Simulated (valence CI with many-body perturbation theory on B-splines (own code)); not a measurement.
E1 line list for Rh38+

Calculated by valence CI with perturbative core correlation (CI+MBPT): five valence electrons over a frozen Dirac-Fock core [He], radial functions for each j: 9 s, 9 p, 8 d, 6 f, 3 g, 1 h, with the one-electron correlation potential Σ1, the two-electron term Σ2, the three-electron term Σ3, Breit, model QED; selected CI, second order for the rest (own B-spline code, finite nucleus).

No measured spectrum was set against this ion. As an estimate, large intervals hold to a few tenths of a per cent, small ones and those within an open d or f shell to about a per cent. Among the levels kept, up to 1700 cm⁻¹ of a level comes from second order outside the variational space, and about a tenth of that is noise between levels of different J, which matters for small intervals.

Lines 101 to 150 of 288 in falling wavelength, among levels below 3538.8 eV, chosen from the strongest by gf and those to the six lowest levels. Wavelengths and rates use the calculated energies. Electric multipoles are in the length gauge, E1 and E2 with the static RPA response of the core. Weak lines are less certain than strong ones. Lines between different terms over intervals too small for the method are left out, as are lines whose strength nearly cancels. The highest levels of a list are the least certain.

Levels are named by their leading jj configuration (3d3/2^4 stands for four electrons in 3d with j = 3/2), which in mixed levels can hold well under half, so a name can repeat and another be missing. Letters in brackets count levels of one name in rising energy.

```
λ vac (nm)                               Upper                            Lower   A (s⁻¹)  S (a.u.)
     6.014          (2s 2p1/2^2 2p3/2^2) J=3/2       (2s^2 2p1/2 2p3/2^2) J=5/2  1.70e+10  7.32e-03
     5.836        (2s 2p1/2 2p3/2^3) J=3/2 [b]             (2s^2 2p3/2^3) J=3/2  1.91e+10  7.49e-03
     5.585          (2s 2p1/2^2 2p3/2^2) J=1/2       (2s^2 2p1/2 2p3/2^2) J=3/2  1.27e+09  2.19e-04
     5.555          (2s 2p1/2^2 2p3/2^2) J=3/2       (2s^2 2p1/2 2p3/2^2) J=3/2  6.19e+09  2.09e-03
     5.467             (2p1/2^2 2p3/2^3) J=3/2         (2s 2p1/2 2p3/2^3) J=5/2  7.87e+10  2.54e-02
     4.905             (2p1/2^2 2p3/2^3) J=3/2     (2s 2p1/2 2p3/2^3) J=3/2 [a]  4.09e+10  9.54e-03
     4.412         (2s 2p1/2 2p3/2^2 3s) J=5/2  (2s^2 2p1/2 2p3/2 3s) J=3/2 [a]  6.49e+10  1.65e-02
     4.337        (2s 2p1/2 2p3/2^3) J=3/2 [a]       (2s^2 2p1/2 2p3/2^2) J=1/2  2.52e+09  4.05e-04
     4.197         (2s 2p1/2 2p3/2^2 3s) J=7/2      (2s^2 2p1/2 2p3/2 3s) J=5/2  4.95e+10  1.44e-02
     4.040          (2s 2p1/2^2 2p3/2^2) J=5/2       (2s^2 2p1/2^2 2p3/2) J=3/2  5.68e+10  1.11e-02
     4.008        (2s 2p1/2 2p3/2^3) J=3/2 [a]       (2s^2 2p1/2 2p3/2^2) J=5/2  1.02e+10  1.30e-03
     3.799        (2s 2p1/2 2p3/2^3) J=3/2 [a]       (2s^2 2p1/2 2p3/2^2) J=3/2  2.21e+11  2.40e-02
     3.702  (2s 2p1/2^2 2p3/2 3p3/2) J=5/2 [b]       (2s^2 2p1/2^2 3p3/2) J=3/2  2.10e+11  3.16e-02
     3.698            (2s 2p1/2 2p3/2^3) J=5/2       (2s^2 2p1/2 2p3/2^2) J=5/2  2.11e+11  3.16e-02
     3.674      (2s 2p1/2^2 2p3/2 3p1/2) J=1/2       (2s^2 2p1/2^2 3p1/2) J=1/2  2.13e+11  1.04e-02
     3.665            (2s 2p1/2 2p3/2^3) J=1/2       (2s^2 2p1/2 2p3/2^2) J=1/2  1.70e+11  8.26e-03
     3.644         (2s 2p1/2^2 2p3/2 3s) J=1/2          (2s^2 2p1/2^2 3s) J=1/2  2.40e+11  1.14e-02
     3.640  (2s 2p1/2^2 2p3/2 3p1/2) J=3/2 [b]       (2s^2 2p1/2^2 3p1/2) J=1/2  2.23e+11  2.12e-02
     3.629               (2p1/2 2p3/2^4) J=1/2     (2s 2p1/2 2p3/2^3) J=3/2 [b]  5.54e+11  2.61e-02
     3.625  (2s 2p1/2^2 2p3/2 3p3/2) J=3/2 [b]       (2s^2 2p1/2^2 3p3/2) J=3/2  2.30e+11  2.17e-02
     3.612     (2s 2p1/2^2 2p3/2 3s) J=3/2 [b]          (2s^2 2p1/2^2 3s) J=1/2  2.24e+11  2.09e-02
     3.588  (2s 2p1/2^2 2p3/2 3p3/2) J=1/2 [b]       (2s^2 2p1/2^2 3p3/2) J=3/2  2.45e+11  1.12e-02
     3.540        (2s 2p1/2 2p3/2^3) J=3/2 [b]       (2s^2 2p1/2 2p3/2^2) J=1/2  1.10e+11  9.65e-03
     3.519            (2s 2p1/2 2p3/2^3) J=5/2       (2s^2 2p1/2 2p3/2^2) J=3/2  8.09e+09  1.04e-03
     3.506               (2p1/2 2p3/2^4) J=1/2         (2s 2p1/2 2p3/2^3) J=1/2  1.97e+11  8.39e-03
     3.486                  (2s 2p3/2^4) J=1/2             (2s^2 2p3/2^3) J=3/2  5.55e+11  2.32e-02
     3.483             (2p1/2^2 2p3/2^3) J=3/2       (2s 2p1/2^2 2p3/2^2) J=3/2  3.27e+11  2.73e-02
     3.472             (2p1/2^2 2p3/2^3) J=3/2       (2s 2p1/2^2 2p3/2^2) J=1/2  6.54e+10  5.40e-03
     3.453          (2s 2p1/2^2 2p3/2^2) J=1/2       (2s^2 2p1/2^2 2p3/2) J=3/2  2.45e+11  9.98e-03
     3.442          (2s 2p1/2^2 2p3/2^2) J=3/2       (2s^2 2p1/2^2 2p3/2) J=3/2  3.89e+11  3.13e-02
     3.318        (2s 2p1/2 2p3/2^3) J=3/2 [b]       (2s^2 2p1/2 2p3/2^2) J=5/2  5.07e+11  3.66e-02
     3.273            (2s 2p1/2 2p3/2^3) J=1/2       (2s^2 2p1/2 2p3/2^2) J=3/2  4.10e+11  1.42e-02
     3.173        (2s 2p1/2 2p3/2^3) J=3/2 [b]       (2s^2 2p1/2 2p3/2^2) J=3/2  3.65e+09  2.30e-04
     3.029             (2p1/2^2 2p3/2^3) J=3/2       (2s 2p1/2^2 2p3/2^2) J=5/2  1.12e+11  6.17e-03
     2.675        (2s 2p1/2 2p3/2^3) J=3/2 [a]       (2s^2 2p1/2^2 2p3/2) J=3/2  1.53e+10  5.79e-04
     2.512                  (2s 2p3/2^4) J=1/2       (2s^2 2p1/2 2p3/2^2) J=1/2  1.40e+09  2.19e-05
     2.404            (2s 2p1/2 2p3/2^3) J=1/2       (2s^2 2p1/2^2 2p3/2) J=3/2  2.22e+10  3.05e-04
     2.349        (2s 2p1/2 2p3/2^3) J=3/2 [b]       (2s^2 2p1/2^2 2p3/2) J=3/2  1.88e+10  4.82e-04
     2.322                  (2s 2p3/2^4) J=1/2       (2s^2 2p1/2 2p3/2^2) J=3/2  3.56e+10  4.40e-04
    0.4302          (2s^2 2p1/2^2 3p3/2) J=3/2       (2s 2p1/2^2 2p3/2^2) J=5/2  1.05e+11  1.65e-05
    0.4258     (2s^2 2p1/2 2p3/2 3s) J=3/2 [a]             (2s^2 2p3/2^3) J=3/2  2.41e+10  3.67e-06
    0.4232     (2s^2 2p1/2 2p3/2 3s) J=3/2 [b]             (2s^2 2p3/2^3) J=3/2  5.32e+10  7.96e-06
    0.4152      (2s^2 2p1/2 2p3/2 3p1/2) J=5/2       (2s 2p1/2^2 2p3/2^2) J=5/2  4.58e+10  9.69e-06
    0.4126  (2s^2 2p1/2 2p3/2 3p1/2) J=3/2 [b]       (2s 2p1/2^2 2p3/2^2) J=5/2  2.87e+11  3.98e-05
    0.4111  (2s^2 2p1/2 2p3/2 3p3/2) J=5/2 [a]       (2s 2p1/2^2 2p3/2^2) J=5/2  2.72e+11  5.59e-05
    0.4099  (2s^2 2p1/2 2p3/2 3p3/2) J=3/2 [a]       (2s 2p1/2^2 2p3/2^2) J=5/2  8.13e+10  1.10e-05
    0.4091     (2s 2p1/2^2 2p3/2 3s) J=3/2 [a]       (2s 2p1/2^2 2p3/2^2) J=1/2  6.58e+12  8.90e-04
    0.4084  (2s^2 2p1/2 2p3/2 3p3/2) J=3/2 [b]       (2s 2p1/2^2 2p3/2^2) J=5/2  1.51e+12  2.03e-04
    0.4073  (2s^2 2p1/2 2p3/2 3p3/2) J=5/2 [b]       (2s 2p1/2^2 2p3/2^2) J=5/2  8.54e+11  1.71e-04
    0.4070         (2s 2p1/2 2p3/2^2 3s) J=7/2         (2s 2p1/2 2p3/2^3) J=5/2  2.63e+12  7.01e-04
```
